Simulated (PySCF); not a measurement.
Nb(NH)(F)(NH2)2 (FH5N3Nb), SMILES [NH2][Nb]([NH2])([F])=[NH], multiplicity 1.

The structure is a stationary point at B3LYP-D3(BJ)/def2-SVP. The spin state was assumed, not searched. The structure was generated by enumeration; whether it is a known compound was not checked. The def2 effective core potentials stand for the cores of Nb; spin–orbit coupling is left out. Other conformers were not sampled.

Calculation: TDA-ωB97X/def2-SVPD (PySCF).

Vertical excitations. The molecule is in vacuum. State labels are in the subgroup Cs.

| state | symmetry | energy (eV) | λ (nm) | f | main pairs |
|---|---|---|---|---|---|
| S1 | A" | 5.32 | 233 | 0.000 | HOMO−1→LUMO 76 % |
| S2 | A' | 5.58 | 222 | 0.016 | HOMO→LUMO 45 %, HOMO−2→LUMO 22 %, HOMO−1→LUMO+1 18 %, HOMO−1→LUMO+2 10 % |
| S3 | A" | 5.73 | 216 | 0.003 | HOMO−2→LUMO+1 46 %, HOMO−2→LUMO+2 26 %, HOMO−1→LUMO 10 %, HOMO→LUMO+1 7 % |
| S4 | A' | 5.83 | 213 | 0.013 | HOMO→LUMO 45 %, HOMO−2→LUMO 24 %, HOMO−1→LUMO+1 9 % |
| S5 | A" | 5.90 | 210 | 0.028 | HOMO→LUMO+1 42 %, HOMO→LUMO+3 21 %, HOMO−3→LUMO 19 %, HOMO→LUMO+2 7 % |
| S6 | A' | 6.27 | 198 | 0.026 | HOMO−1→LUMO+3 30 %, HOMO−2→LUMO 22 %, HOMO−1→LUMO+1 18 %, HOMO−1→LUMO+2 9 % |
| S7 | A" | 6.28 | 197 | 0.056 | HOMO→LUMO+3 67 %, HOMO→LUMO+2 15 % |
| S8 | A" | 6.46 | 192 | 0.006 | HOMO−2→LUMO+3 81 % |
| S9 | A' | 6.60 | 188 | 0.051 | HOMO−1→LUMO+3 56 %, HOMO−2→LUMO 10 % |
| S10 | A" | 6.70 | 185 | 0.006 | HOMO→LUMO+2 59 %, HOMO→LUMO+1 19 % |
| T1 | A' | 4.67 | 265 | 0 | HOMO−2→LUMO 67 %, HOMO−2→LUMO+7 10 % |
| T2 | A" | 4.99 | 249 | 0 | HOMO−1→LUMO 68 % |
| T3 | A" | 5.09 | 243 | 0 | HOMO→LUMO+1 50 %, HOMO→LUMO+2 29 %, HOMO−3→LUMO 10 % |
| T4 | A' | 5.12 | 242 | 0 | HOMO−1→LUMO+1 37 %, HOMO−1→LUMO+2 23 %, HOMO−2→LUMO 13 %, HOMO−1→LUMO+8 6 % |
Triplets are in the Tamm–Dancoff approximation.
